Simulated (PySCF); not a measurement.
Several molecules and their computed UV-vis stick spectra, shuffled. Level of theory: PySCF 2.14.0, density-fitted response routines, TDDFT PBE0/def2-SVPD, vertical, gas phase, core orbitals frozen in the response. Geometries: GFN2-xTB; one conformer of each isolated species. Triplets are in the Tamm–Dancoff approximation.

A. `[SiH3]C#C[Si@@](O[SiH3])(P)Cl`
B. `[H]/N=C\CNC=O`
C. `CCOCOCC`

Lowest singlet levels (six at most, fewer where fewer were computed) with oscillator strengths:

1. 5.32 eV (f 0.003); 5.82 eV (f 0.001); 6.63 eV (f 0.006); 6.65 eV (f 0.004); 6.82 eV (f 0.003); 6.93 eV (f 0.046); T1 4.45 eV
2. 7.36 eV (f 0.027); 7.47 eV (f 0.007); 7.98 eV (f 0.003); 8.01 eV (f 0.004); 8.05 eV (f 0.008); 8.11 eV (f 0.013); T1 7.27 eV
3. 5.44 eV (f 0.007); 5.68 eV (f 0.005); 5.72 eV (f 0.048); 6.17 eV (f 0.065); 6.29 eV (f 0.162); 6.77 eV (f 0.058); T1 4.52 eV

Problem. Which spectrum belongs to which structure?

Solution. 1 = B, 2 = C, 3 = A.
- A: S1 at 5.44 eV, HOMO→LUMO (36%), HOMO→LUMO+1 (28%), HOMO-1→LUMO (13%); Löwdin shares by element: HOMO phosphorus 55%, carbon 20%, silicon 8% or more (atoms not listed hold the other 17%); LUMO carbon 46%, silicon 14% or more, phosphorus 10% (atoms not listed hold the other 29%); HOMO -7.69 and LUMO -0.98 eV.
- B: S1 at 5.32 eV, HOMO→LUMO (94%); Löwdin shares by element: HOMO nitrogen 50% or more, carbon 24% or more, hydrogen 7% or more (atoms not listed hold the other 19%); LUMO carbon 46% or more, nitrogen 38% or more, hydrogen 5% or more; HOMO -7.71 and LUMO -0.34 eV.
- C: S1 at 7.36 eV, HOMO→LUMO (95%); Löwdin shares by element: HOMO oxygen 67%, carbon 11% or more (atoms not listed hold the other 22%); LUMO carbon 40% or more (atoms not listed hold the other 60%); HOMO -7.78 and LUMO 0.70 eV; point group C2.
A and B have S1 within 0.13 eV of each other; their strongest listed levels stand at 6.29 eV (f 0.162) and 6.93 eV (f 0.046).
